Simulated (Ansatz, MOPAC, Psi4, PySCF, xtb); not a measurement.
Complex: COS (SMILES O=C=S) (first 3 atoms) with H2 (SMILES [H][H]); geometry from B3LYP-D3(BJ)/def2-TZVP, rigid monomers moved along the line of their centres of mass till C2···H4 is 3.65 Å.
(charge 0, multiplicity 1):
```json
[
 {"atom": "O", "x (Å)": "1.4289", "y (Å)": "0.6052", "z (Å)": "0.1111"},
 {"atom": "C", "x (Å)": "0.3890", "y (Å)": "0.1732", "z (Å)": "-0.1469"},
 {"atom": "S", "x (Å)": "-1.0172", "y (Å)": "-0.4111", "z (Å)": "-0.4946"},
 {"atom": "H", "x (Å)": "0.5012", "y (Å)": "0.2041", "z (Å)": "3.4963"},
 {"atom": "H", "x (Å)": "-0.1837", "y (Å)": "-0.0817", "z (Å)": "3.4404"}
]
```

Monomers are frozen at their geometry in the pair; levels with a basis set take the counterpoise correction. Rows marked so take none.

Correlated levels freeze the cores. Rows in 6-31G* carry no dispersion term and start afresh at each structure (6-31G* with six Cartesian d functions). The state reached by AM1 isn't checked.

Codes used: Ansatz (Gaussian basis) for Hartree–Fock, density functionals and correlated methods; MOPAC for AM1 (differences of heats of formation); Psi4 for SAPT; PySCF for 6-31G* rows, the dispersion terms; xtb for the GFN methods. Values without a source in brackets are computed.

```tsv
level	interaction energy (meV)
AM1	4.5
GFN1-xTB	-8.5
HF/aug-cc-pV(T+d)Z	-0.9
PBE-D3(BJ)/def2-TZVPPD	-22.4
B3LYP/6-31G*	4.1
B3LYP/6-31G* (no counterpoise)	-1.1
MP2/aug-cc-pV(D+d)Z	-13.3
CCSD(T)/aug-cc-pV(D+d)Z	-13.2
SAPT0/jun-cc-pV(D+d)Z	?
```

Task: Complete the blanks.

Result: 
- SAPT0/jun-cc-pV(D+d)Z, interaction energy (meV): -8.9

Ansatz is a first-principles code.
